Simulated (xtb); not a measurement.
xtb input:

```bash
xtb mol.xyz --gfnff --opt tight --chrg 0 --uhf 0
```
mol.xyz:
```
22

C      1.62930975    -1.36158193    -0.53645573
B      0.93541043    -0.04497075    -0.03186187
C      1.84686090     1.15884352     0.40148868
C     -0.65208395     0.05908372     0.03433046
C     -1.17725160    -1.06081615     0.95659174
C     -1.17048532     1.40576338     0.55656633
C     -1.21115156    -0.16504169    -1.38640768
H      2.29837153    -1.73967539     0.24597110
H      0.96924747    -2.17427558    -0.83947157
H      2.29082721    -1.12589437    -1.37851449
H      1.60900596     2.04904741    -0.19211916
H      1.63164281     1.44952620     1.43598939
H      2.91818349     0.97008098     0.31639503
H     -2.27065552    -1.03283639     0.99775413
H     -0.88275803    -2.05061765     0.60547284
H     -0.80912427    -0.94447160     1.97941015
H     -0.82203024     1.60689506     1.57179824
H     -0.84605102     2.23607881    -0.07417046
H     -2.26453234     1.41721456     0.57696873
H     -0.91748051    -1.13386151    -1.79247574
H     -0.86797208     0.60741453    -2.07979214
H     -2.30491584    -0.12727665    -1.37058975
```

### Question
Predict the final energy.

### Answer
-3.04194 Eh (GFN-FF).
